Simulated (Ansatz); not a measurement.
C3H7AlO2 (`C[O][Al]1[CH2]C[O]1`). The species carries charge 0 and has multiplicity 1. All single points use the PBE0-D4/def2-TZVP geometry. It is one conformer, not always the lowest.

```xyz
13

C     1.404   -2.535    0.369
O     0.976   -1.238    0.655
Al    0.051    0.035    0.111
C    -0.539    1.836    0.518
C    -1.263    1.628   -0.832
O    -0.918    0.297   -1.282
H     1.082   -3.219    1.161
H     2.497   -2.566    0.318
H     1.006   -2.902   -0.583
H    -1.208    1.981    1.366
H     0.201    2.636    0.508
H    -0.939    2.353   -1.584
H    -2.350    1.696   -0.725
```

(1) What is the dipole moment at B3LYP/def2-TZVPP? (Best estimate.)

(2) And with PBE, r2SCAN, ωB97M-V? (Estimate.)

(3) Give the Mulliken charges with B3LYP, PBE, r2SCAN in def2-TZVPP. (Best estimate.)

Answers

(1) Computed: 1.38 D, with components (0.80, -0.31, 1.08) D in this frame, pointing from negative to positive charge.

(2) The calculation gave: PBE 1.27 D, r2SCAN 1.35 D, ωB97M-V 1.40 D.

(3) The calculation gave: 
```
atom  B3LYP    PBE  r2SCAN
  C1  -0.12  -0.15    0.00
  O2  -0.34  -0.26   -0.35
 Al3   0.54   0.41    0.60
  C4  -0.37  -0.34   -0.37
  C5   0.14   0.12    0.24
  O6  -0.43  -0.36   -0.45
  H7   0.10   0.10    0.05
  H8   0.10   0.10    0.05
  H9   0.09   0.09    0.05
 H10   0.08   0.08    0.06
 H11   0.08   0.08    0.06
 H12   0.07   0.07    0.02
 H13   0.07   0.07    0.02
```

B3LYP here is the variant with VWN-RPA as its local correlation; programs differ in this.
